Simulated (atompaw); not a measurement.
## How hard is this Si PAW (atompaw) potential?

silicon (Si), PAW, made with atompaw 4.2.0.5 (LDA (PW92), non-relativistic). Core [He], reference 2s2 2p6 3s2 3p2. Waves: 2s (bound): rc 0.90 bohr; 3s (bound): rc 1.10 bohr; 2p (bound): rc 0.70 bohr; 3p (bound): rc 0.85 bohr. Local part: bessel scheme, radius 0.80 bohr. Core correction: smooth core density matched at 0.55 bohr. Augmentation charge: sinc compensation charge, radius 1.10 bohr; PAW radius 1.10 bohr; waves and projectors: modrrkj vanderbiltortho.

The pseudo-atom Hamiltonian at the reference potential is diagonalised in spherical Bessel functions j_l(qr) that vanish at 20 bohr, with q² up to the cutoff. All-electron valence levels (Ry): 2s -10.1496, 3s -0.7962, 2p -7.0294, 3p -0.3066.

Question: How do the lowest levels (Ry) of each channel move with the cutoff, and are there ghosts?

Answer:

```csv
cutoff (Ry),s #1,s #2,s #3,p #1,p #2,d #1,f #1,f #2,Σ f·Δε (mRy)
8,-5.7610,-0.4101,0.0045,-0.6719,0.0083,0.0566,0.1105,0.2359,48324.1
15,-8.0402,-0.6333,-0.0136,-0.7988,0.0015,0.0564,0.1105,0.2358,42544.0
25,-9.6223,-0.7670,-0.0240,-0.9234,-0.0054,0.0563,0.1105,0.2358,38351.4
35,-10.0482,-0.7930,-0.0261,-1.4259,-0.0395,0.0563,0.1105,0.2358,34364.2
50,-10.1444,-0.7961,-0.0263,-4.0754,-0.2259,0.0563,0.1105,0.2358,17895.8
70,-10.1482,-0.7962,-0.0263,-6.3255,-0.2976,0.0563,0.1105,0.2358,4244.5
100,-10.1492,-0.7962,-0.0263,-6.9723,-0.3064,0.0563,0.1105,0.2358,343.4
140,-10.1495,-0.7962,-0.0263,-7.0260,-0.3065,0.0563,0.1105,0.2358,20.2
180,-10.1496,-0.7962,-0.0263,-7.0269,-0.3066,0.0563,0.1105,0.2358,14.8
260,-10.1496,-0.7962,-0.0263,-7.0291,-0.3066,0.0563,0.1105,0.2358,1.2
400,-10.1496,-0.7962,-0.0263,-7.0293,-0.3066,0.0563,0.1105,0.2358,0.0
```

Result: no extra level below or beside the all-electron valence levels (s, p, d, f tested); 10 mRy is reached at 230 Ry and 1 mRy at 300 Ry.
